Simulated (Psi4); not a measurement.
Cl₄Zr, charge -1, doublet, geometry from GFN2-xTB (such geometries of metal compounds can be far from the true shape) (the multiplicity is a formal guess) (core potentials on Zr) (a gas-phase anion, which may not be bound at this level), with bond 5-1 at 1.6 times its length; CAM-B3LYP/def2-SVP run with Psi4.

Here is a job for Psi4.
```
memory 2 GB

molecule {
-1 2
Zr    0.00000000    0.00000000    0.00000000
Cl    1.86352882   -0.58540177   -1.27374508
Cl    0.66962024    0.48253642    2.18096969
Cl   -1.02067932    1.87758363   -0.93314247
Cl   -2.41995158   -2.83954926    0.04146858
}

set {
  basis def2-svp
  reference uks
  guess core
}

energy('cam-b3lyp')
print_variables()
```

What does Psi4 print? Leave out banner, timings and long lists.


```
   => Loading Basis Set <=

    Name: DEF2-SVP
    Role: ORBITAL
    Keyword: BASIS

    !!!  WARNING: ECP capability is in beta. Please check occupations closely.  !!!

         ---------------------------------------------------------
                                   SCF
               by Justin Turney, Rob Parrish, Andy Simmonett
                          and Daniel G. A. Smith
                              UKS Reference
         ---------------------------------------------------------

  ==> Geometry <==

    Molecular point group: c1
    Full point group: C1

    Geometry (in Angstrom), charge = -1, multiplicity = 2:

       Center              X                  Y                   Z               Mass
    ------------   -----------------  -----------------  -----------------  -----------------
         ZR           0.138104203152     0.162050222387    -0.002366570547    89.904697700000
         CL           2.001633023152    -0.423351547613    -1.276111650547    34.968852682000
         CL           0.807724443152     0.644586642387     2.178603119453    34.968852682000
         CL          -0.882575116848     2.039633852387    -0.935509040547    34.968852682000
         CL          -2.281847376848    -2.677499037613     0.039102009453    34.968852682000

  Running in c1 symmetry.

  Rotational constants: A =      0.03324  B =      0.02125  C =      0.02125 [cm^-1]
  Rotational constants: A =    996.64145  B =    637.05338  C =    637.05338 [MHz]
  Nuclear repulsion =  379.763363052085651

  Charge       = -1
  Multiplicity = 2
  Electrons    = 81
  Nalpha       = 41
  Nbeta        = 40

  ==> Algorithm <==

  SCF Algorithm Type is DF.
  DIIS enabled.
  MOM disabled.
  Fractional occupation disabled.
  Guess Type is CORE.
  Energy threshold   = 1.00e-06
  Density threshold  = 1.00e-06
  Integral threshold = 1.00e-12

  ==> Primary Basis <==

  Basis Set: DEF2-SVP
    Blend: DEF2-SVP
    Number of shells: 43
    Number of basis functions: 103
    Number of Cartesian functions: 112
    Spherical Harmonics?: true
    Max angular momentum: 3

  Core potential: DEF2-SVP
    Number of shells: 4
    Number of ECP primitives: 14
    Number of ECP core electrons: 28
    Max angular momentum: 3

  ==> DFT Potential <==

   => LibXC <=

    Version 7.1.2
    S. Lehtola, C. Steigemann, M. J. T. Oliveira, and M. A. L. Marques,  SoftwareX 7, 1–5 (2018) (10.1016/j.softx.2017.11.002)

   => Composite Functional: CAM-B3LYP <=

    CAM-B3LYP Hyb-GGA Exchange-Correlation Functional

    T. Yanai, D. P. Tew, and N. C. Handy,  Chem. Phys. Lett. 393, 51 (2004) (10.1016/j.cplett.2004.06.011)

    Deriv               =              1
    GGA                 =           TRUE
    Meta                =          FALSE

    Exchange Hybrid     =           TRUE
    MP2 Hybrid          =          FALSE

   => Exchange Functionals <=

    0.3500         Becke 88 [omega = 0.3300]
    0.4600   Short-range recipe for B88 functional - erf [omega = 0.3300]

   => Exact (HF) Exchange <=

    0.4600            HF,LR [omega = 0.3300]
    0.1900               HF

   => Correlation Functionals <=

    0.1900   Vosko, Wilk & Nusair (VWN5)
    0.8100   Lee, Yang & Parr

   => LibXC Density Thresholds  <==

    XC_HYB_GGA_XC_CAM_B3LYP:  1.00E-14

   => Molecular Quadrature <=

    Radial Scheme          =       TREUTLER
    Pruning Scheme         =           NONE
    Nuclear Scheme         =       TREUTLER

    Blocking Scheme        =         OCTREE
    BS radius alpha        =              1
    Pruning alpha          =              1
    Radial Points          =             75
    Spherical Points       =            302
    Total Points           =         109166
    Total Blocks           =            954
    Max Points             =            256
    Max Functions          =             88
    Weights Tolerance      =       1.00E-15

   => Loading Basis Set <=

    Name: (DEF2-SVP AUX)
    Role: JKFIT
    Keyword: DF_BASIS_SCF

  ==> Integral Setup <==

  SCF_SUBTYPE=INCORE selected. In-core MEM_DF algorithm will be used.
  Using in-core AOs.

  ==> MemDFJK: Density-Fitted J/K Matrices <==

    J tasked:                   Yes
    K tasked:                   Yes
    wK tasked:                  Yes
    Omega:                3.300E-01
    Algorithm:                 Core
    Schwarz Cutoff:           1E-12
    Mask sparsity (%):      11.1226
    Fitting Condition:        1E-10

   => Auxiliary Basis Set <=

  Basis Set: (DEF2-SVP AUX)
    Blend: DEF2-UNIVERSAL-JKFIT
    Number of shells: 201
    Number of basis functions: 767
    Number of Cartesian functions: 1004
    Spherical Harmonics?: true
    Max angular momentum: 6

  Minimum eigenvalue in the overlap matrix is 1.4706177471E-02.
  Reciprocal condition number of the overlap matrix is 4.0134350839E-03.
    Using symmetric orthogonalization.

  ==> Pre-Iterations <==

  SCF Guess: Core (One-Electron) Hamiltonian.

   -------------------------------------------------------
    Irrep   Nso     Nmo     Nalpha   Nbeta   Ndocc  Nsocc
   -------------------------------------------------------
     A        103     103      41      40      40       1
   -------------------------------------------------------
    Total     103     103      41      40      40       1
   -------------------------------------------------------

  ==> Iterations <==

                           Total Energy        Delta E     RMS |[F,P]|

   @DF-UKS iter   1: -1862.00420678479782   -1.86200e+03   4.85835e-02 DIIS/ADIIS
   @DF-UKS iter   2: -1830.05466878140555    3.19495e+01   7.70700e-02 DIIS/ADIIS
   @DF-UKS iter   3: -1873.97560636215690   -4.39209e+01   2.24364e-02 DIIS/ADIIS
   @DF-UKS iter   4: -1785.55745805472361    8.84181e+01   5.66890e-02 DIIS/ADIIS
   @DF-UKS iter   5: -1885.95481022445529   -1.00397e+02   1.48794e-02 DIIS/ADIIS
   @DF-UKS iter   6: -1887.20444032290038   -1.24963e+00   6.21192e-03 DIIS/ADIIS
   @DF-UKS iter   7: -1887.49966922283306   -2.95229e-01   2.48529e-03 DIIS/ADIIS
   @DF-UKS iter   8: -1887.54099355781227   -4.13243e-02   1.98031e-03 DIIS/ADIIS
   @DF-UKS iter   9: -1887.56915469173873   -2.81611e-02   3.34329e-04 DIIS/ADIIS
   @DF-UKS iter  10: -1887.57180683490651   -2.65214e-03   2.98076e-04 DIIS/ADIIS
   @DF-UKS iter  11: -1887.57301052593584   -1.20369e-03   6.99824e-05 DIIS
   @DF-UKS iter  12: -1887.57321745412901   -2.06928e-04   2.88955e-05 DIIS
   @DF-UKS iter  13: -1887.57325291322377   -3.54591e-05   8.27153e-06 DIIS
   @DF-UKS iter  14: -1887.57325594596546   -3.03274e-06   3.44935e-06 DIIS
   @DF-UKS iter  15: -1887.57325626122906   -3.15264e-07   1.50915e-06 DIIS
   @DF-UKS iter  16: -1887.57325635970119   -9.84721e-08   6.39645e-07 DIIS
  Energy and wave function converged.

  ==> Post-Iterations <==

   Electrons on quadrature grid:
      Nalpha   =   41.0000054813 ; deviation = 5.481e-06
      Nbeta    =   40.0000058427 ; deviation = 5.843e-06
      Ntotal   =   81.0000113240 ; deviation = 1.132e-05

   @Spin Contamination Metric:   3.176339353E-03
   @S^2 Expected:                7.500000000E-01
   @S^2 Observed:                7.531763394E-01
   @S   Expected:                5.000000000E-01
   @S   Observed:                5.000000000E-01

    Orbital Energies [Eh]
    ---------------------

    Alpha Occupied:

[...]
    Alpha Virtual:

[...]
    Beta Occupied:

[...]
      40A     -0.104184

    Beta Virtual:

[...]
    Final Occupation by Irrep:
              A
    DOCC [    40 ]
    SOCC [     1 ]
    NA   [    41 ]
    NB   [    40 ]

  @DF-UKS Final Energy: -1887.57325635970119

   => Energetics <=

    Nuclear Repulsion Energy =            379.7633630520856514
    One-Electron Energy =               -3391.9883759159456531
    Two-Electron Energy =                1215.4512463082962768
    DFT Exchange-Correlation Energy =     -90.7994898041376359
    Empirical Dispersion Energy =           0.0000000000000000
    VV10 Nonlocal Energy =                  0.0000000000000000
    Total Energy =                      -1887.5732563597011904

  UHF NO Occupations:
  HONO-2 :   39  A 1.9997951
  HONO-1 :   40  A 1.9989619
  HONO-0 :   41  A 1.0000000
  LUNO+0 :   42  A 0.0010381
  LUNO+1 :   43  A 0.0002049
  LUNO+2 :   44  A 0.0000892
  LUNO+3 :   45  A 0.0000890

Computation Completed

Properties will be evaluated at   0.000000,   0.000000,   0.000000 [a0]

Properties computed using the SCF density matrix

 Multipole Moments:

 ------------------------------------------------------------------------------------
     Multipole            Electronic (a.u.)      Nuclear  (a.u.)        Total (a.u.)
 ------------------------------------------------------------------------------------

 L = 1.  Multiply by 2.5417464519 to convert [e a0] to [Debye]
 Dipole X            :         10.3767855           -8.2748367            2.1019488
 Dipole Y            :         12.1759162           -9.7096186            2.4662976
 Dipole Z            :         -0.1774867            0.1417986           -0.0356881
 Magnitude           :                                                    3.2406922

 ------------------------------------------------------------------------------------

  Variable Map:
  ----------------------------------------------------------------------------
[...]
  Array Variable Map:
  ----------------------------------------------------------------------------
[...]
[...]
```
